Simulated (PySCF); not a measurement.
Cd(Cl)2 anion (CdCl2), SMILES [Cl][Cd][Cl] (connectivity only; charge and spin as stated), charge -1, multiplicity 2. Atoms are numbered in the order given.

```xyz
3

Cd     0.0000     0.0000     0.5166
Cl     0.0000     2.2376    -0.7293
Cl     0.0000    -2.2376    -0.7293
```
Charge -1, spin multiplicity 2.

Coordinates come from a B3LYP-D3(BJ)/def2-SVPD optimisation. The spin state was assumed, not searched. The isomer is the one that the SMILES or the coordinates give; other isomers of the formula were not compared. The def2 effective core potentials stand for the cores of Cd; spin–orbit coupling is left out.

Level of theory: r2SCAN/def2-TZVPD in PySCF.

The molecule is in vacuum.

The total energy comes out as -1088.34829 hartree, the point group is C2v and the α spin, highest occupied and lowest empty level is -0.44 and 2.89 eV. The β spin, highest occupied and lowest empty level comes out as -2.48 and 0.86 eV. The dipole moment about the centre of nuclear charge comes out as 2.92 D and the mean static polarisability is 95.9 bohr³ (14.21 Å³). The polarisability, principal values is 76.2, 88.8, 122.7 bohr³. The ⟨S²⟩ is 0.754 (pure state 0.75).
